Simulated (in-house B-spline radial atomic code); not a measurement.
**RPA and G0W0 on wB97X: Tc2+**

Configuration [Kr] 4d5, highest spin, mean-field start wB97X. Computed with a B-spline radial code for spherical atoms: all electrons, scalar-relativistic (spin-free one-electron X2C), finite nucleus, each spin shell either full or empty, empty states to l = 9 with an (l + 1/2)⁻⁴ tail; G0W0 by contour deformation at full frequency.

Command:
```bash
python run_gw.py task.json out
```
Settings (radii: box in bohr, nucleus in fm):
```
Z                        43
electrons                41
configuration            [Kr] 4d5
hamiltonian              x2c
method                   wb97x
lmax                     9
rms_radius               4.41117
spin_polarised           True
box_radius               17.55
intervals                69
```

Time taken, with all properties: 4.3 s on 1 thread of Arm Neoverse V2, on a shared host.

Energies (hartree):

```
                                     term        value
                         mean-field total  -4284.62751
Hartree-Fock functional on these orbitals  -4282.35632
                      direct second order      -3.3395
                    second-order exchange      0.96981
                         SOSEX correction      0.90931
```

(1) What is the RPA correlation energy, and what remains with SOSEX?

Quasi-particle levels (eV):

```json
{"level": "4d up", "occupied": "yes", "mean field": "-27.701", "Σx - vxc": "-2.19", "Σc": "?", "QP weight": "?", "G0W0": "?"}
{"level": "4p down", "occupied": "yes", "mean field": "-63.98", "Σx - vxc": "-3.10", "Σc": "0.38", "QP weight": "0.924", "G0W0": "-66.71"}
{"level": "4d down", "occupied": "no", "mean field": "-15.443", "Σx - vxc": "4.53", "Σc": "-3.39", "QP weight": "0.948", "G0W0": "-14.300"}
```

G0W0 = mean field + (Σx - vxc) + Σc, with Σc (partial-wave tail included) taken at the quasi-particle energy. Only the outer levels were computed. Levels of low weight are left out.

(2) Where does G0W0 put 4d up?

## Answers

(1) RPA gives -2.9812 hartree (-1.98 eV per electron); RPA + SOSEX gives -2.0719, and the second-order doubles -2.3697 hartree (no singles). RPA lacks exchange-type terms and so overcorrelates at short range.

(2) At -30.13 eV, with Σc = -0.23 eV and a quasi-particle weight of 0.947. The tabulated removal energy is 29.550 eV (NIST, semi-empirical); the calculation leaves out spin-orbit coupling, Breit and QED terms, and what these don't explain is the method's own error.
